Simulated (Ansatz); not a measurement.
The cluster Au2Se⁺. The state is a quartet with charge 1. Geometry r2SCAN-D4/def2-TZVP; atoms count from 1.

| atom | x (Å) | y (Å) | z (Å) |
| --- | --- | --- | --- |
| Au1 | 0.481 | 1.212 | -0.692 |
| Au2 | 0.894 | -1.160 | 0.150 |
| Se3 | -1.375 | -0.053 | 0.542 |

In the def2 sets Au takes a core potential; there is no spin–orbit coupling. At PBE0-D4/def2-TZVP a doublet of charge 1 lies 2.08 eV below the quartet, each at its own geometry. The structure comes from a short search, and lower isomers may exist.

Problem. Estimate the Mulliken populations from the PBE0/def2-TZVP orbitals of Ansatz.

Solution. 
| atom | charge (e) | spin (α − β) | d electrons |
| --- | --- | --- | --- |
| Au1 | 0.44 | 0.54 | 9.61 |
| Au2 | 0.44 | 0.53 | 9.61 |
| Se3 | 0.12 | 1.94 | – |
Mulliken values depend strongly on the basis.

Problem. Where does the spin sit?

Solution. Summed by element: Au 1.06, Se 1.94, of 3 unpaired in all. Largest on single atoms: Se3 1.94, Au1 0.54, Au2 0.53.

Problem. And the Mayer bond orders between heavy atoms (over 0.3)?

Solution. Au1–Au2 0.90 (2.55 Å); Au1–Se3 0.68 (2.56 Å); Au2–Se3 0.69 (2.56 Å).
